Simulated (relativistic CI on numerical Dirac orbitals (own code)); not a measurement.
**Spin-allowed bands of a d2 ion in an octahedral site, by hand**

Problem. Take Δ = 15510 cm⁻¹ and B = 470 cm⁻¹ for a d2 ion in an octahedral site. Calculate the three spin-allowed bands.

Working.
1. The terms of highest spin are 3F (energy 0) and 3P (15B = 7050 cm⁻¹). Here the F term splits into A2 at +1.2Δ = 18612, T2 at +0.2Δ = 3102 and T1 at −0.6Δ = -9306 cm⁻¹.
2. The two T1 states mix through the element 0.4Δ: H = [[-9306, 6204], [6204, 7050]], with roots ½(H₁₁ + H₂₂) ∓ ½√[(H₂₂ − H₁₁)² + 4H₁₂²] = ½(-2256) ∓ ½(20530) = -11393 and 9137 cm⁻¹.
3. The ground term is 3T1 at -11393 cm⁻¹.
4. Bands: 3T2 14495 cm⁻¹ (690 nm), 3T1(P) 20530 cm⁻¹ (487 nm), 3A2 30005 cm⁻¹ (333 nm).

Check. Exact diagonalisation of the whole d2 shell with these parameters gives 3T2 14495, 3T1 20530, 3A2 30005 cm⁻¹. The match is exact, since without spin-orbit coupling no other term has this spin. The ratio of the second band to the first, 1.416, depends on Δ/B = 33.0 alone, which is how a Tanabe-Sugano diagram is read.
